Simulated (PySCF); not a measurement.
Molecule: `C/C=C/CO[SiH3]`, C₄H₁₀OSi.

Atom-mapped SMILES (the numbers label the heavy atoms): `[CH3:1]/[CH:2]=[CH:3]/[CH2:4][O:5][SiH3:6]`. Hydrogens are named by the atom that carries them.

Geometry PBE0-D3(BJ)/def2-SVP throughout; GIAO in PySCF 2.14.0 with density-fitted response routines, gas phase, one conformer, non-relativistic; equivalent atoms averaged; functional PBE0.

Question: How do the absolute shieldings σ depend on the basis set? (a selection of nuclei; ppm; last column core-seconds on shared hosts with different chips, so compare them loosely)

Answer: 
| basis set | functions | C3 | C2 | C4 | C1 | O5 | H(C2) | H(C3) | H(C4) | H(C1) | core-s |
| --- | --- | --- | --- | --- | --- | --- | --- | --- | --- | --- | --- |
| STO-3G | 44 | 126.2 | 127.3 | 178.7 | 211.5 | 434.3 | 27.08 | 27.71 | 30.81 | 31.16 | 3.4 |
| 6-31G | 78 | 74.5 | 77.2 | 135.1 | 179.3 | 337.8 | 25.83 | 26.98 | 28.54 | 30.69 | 6.5 |
| 6-31G* | 108 | 71.1 | 74.9 | 131.4 | 174.8 | 324.3 | 25.93 | 26.66 | 27.89 | 30.28 | 9 |
| def2-SVP | 138 | 66.4 | 69.6 | 130.9 | 175.0 | 328.2 | 25.35 | 26.05 | 27.42 | 29.71 | 11 |
| pcSseg-1 | 159 | 49.6 | 52.8 | 116.8 | 163.6 | 323.7 | 25.10 | 25.76 | 27.11 | 29.42 | 15 |
| 6-311+G(2d,p) | 230 | 52.9 | 56.4 | 120.3 | 167.0 | 314.0 | 25.26 | 25.81 | 27.26 | 29.74 | 25 |
| def2-TZVP | 252 | 51.7 | 55.4 | 118.9 | 166.4 | 314.6 | 25.27 | 25.77 | 27.29 | 29.73 | 28 |

Question: Which nucleus among those listed moves most, in ppm?

Answer: O5 (oxygen bonded to C, Si): from 314.0 ppm with 6-311+G(2d,p) to 434.3 ppm with STO-3G. The smallest spread is 1.74 ppm, at H(C1). Proton shifts span only some 12 ppm, so a few tenths of a ppm matter as much there as several ppm in carbon.

Question: Taking the largest basis, def2-TZVP (252 functions), as the yardstick, rank the others by their worst heavy-atom deviation.

Answer: 6-311+G(2d,p) 1.4 ppm (230 functions), pcSseg-1 9.1 ppm (159 functions), def2-SVP 14.8 ppm (138 functions), 6-31G* 19.4 ppm (108 functions), 6-31G 23.1 ppm (78 functions), STO-3G 119.6 ppm (44 functions).

A small basis that lands close on one nucleus may do so by chance; judge by the trend and by all nuclei.
